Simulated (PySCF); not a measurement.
**Orbital energies and ionisation energy**

Compound: C6H12P2.
Geometry (PBE0-D3(BJ)/def2-SVP, Å), atoms numbered from 1 in this order:
```xyz
20
C6H12P2 angstrom
C     -1.8210   -1.7431   -0.0195
P     -1.1581   -0.2317    0.2266
P     -2.3977    1.1067    1.4904
C     -0.6465    1.0014   -1.1127
C      0.8366    0.8341   -1.1951
C      1.4516    0.1814   -0.1942
C      2.9208   -0.0610   -0.0996
C      0.5556   -0.3391    0.8976
H     -1.1460   -2.5449   -0.3313
H     -2.8809   -1.8270   -0.2664
H     -3.4428    1.1328    0.5162
H     -2.9781    0.0302    2.2235
H     -1.1707    0.7581   -2.0510
H     -0.9299    2.0316   -0.8288
H      1.3991    1.2282   -2.0484
H      3.3368    0.3846    0.8199
H      3.1390   -1.1412   -0.0518
H      3.4571    0.3626   -0.9605
H      0.7583   -1.3887    1.1661
H      0.6438    0.2529    1.8256
```

Level: CAM-B3LYP/def2-SVPD (PySCF). Frontier orbitals with their largest atomic shares (Löwdin; up to four atoms above 4 %):

| orbital | ε (eV) | main atoms |
| --- | --- | --- |
| HOMO−3 | -10.58 | P3 26 %, P2 19 %, C8 12 %, H12 6 % |
| HOMO−2 | -9.29 | P3 61 %, P2 12 %, C1 9 %, H11 7 % |
| HOMO−1 | -8.41 | C5 32 %, C6 30 %, C4 8 %, C7 6 % |
| HOMO | -6.26 | ? |
| LUMO | 0.84 | P3 35 %, P2 12 %, H12 6 %, C4 6 % |
| LUMO+1 | 1.10 | P3 22 %, C6 14 %, C5 12 %, H11 7 % |
| LUMO+2 | 1.34 | P3 16 %, C5 13 %, C7 11 %, C6 8 % |

Question: What vertical ionisation energy does ΔSCF give, and how far is −ε(HOMO) from it?

Answer: ΔSCF: 6.73 eV (649 kJ/mol; threshold wavelength 184 nm); ⟨S²⟩ of the doublet left behind is 0.756, against 0.75 for a pure doublet. −ε(HOMO) is 6.26 eV, 0.47 eV below it. In exact Kohn–Sham theory the two would be equal; CAM-B3LYP (range-separated hybrid) falls short of its own ΔSCF value by 7 %. Holes in the HOMO−1 and HOMO−2 were tried too where these lie within 1.2 eV of the HOMO; the lowest converged state counts.

Question: On which atoms does the HOMO lie?

Answer: C1 (carbon bonded to P and 2 H) 51 %, P2 (phosphorus bonded to 3 C and P) 17 %, C4 (sp3 carbon bound to phosphorus) 8 %, H9 (hydrogen on carbon) 7 %. The HOMO−1 lies 2.15 eV lower.

Question: What kinetic energy would electrons from this vertical process carry with 118.2 nm light (10.49 eV)?

Answer: 10.49 − 6.73 = 3.76 eV.

Question: With α = 125.5 au, estimate the like-pair dispersion coefficient by London's formula C6 = (3/4)α²I.

Answer: I = 0.2472 Eh, so C6 ≈ 2920 au; the Casimir–Polder integral at the same level gives 5630 au, 1.93 times as much.

Question: How many of the 10 lowest singlet excitations (vertical TDDFT, same level) lie below the ionisation energy?

Answer: All 10; they run from 4.06 to 6.46 eV.

Question: Shift the occupied levels rigidly so that −ε(HOMO) equals the ΔSCF value. What binding energies result?

Answer: The shift is +0.47 eV: HOMO 6.73, HOMO−1 8.88, HOMO−2 9.76, HOMO−3 11.05 eV. A rigid shift is only a rough guide to the deeper ionisations.

Isolated species at its PBE0-D3(BJ)/def2-SVP geometry (one conformer only).

The run behind these numbers computed excited states and ΔSCF ions as well. On an Arm Neoverse V1 with one thread, shared host with 32 logical CPUs at a one-minute load of 12, this took 3.1 min wall (with the writing of density and orbital grids) and 1.3 GiB of memory at its peak.
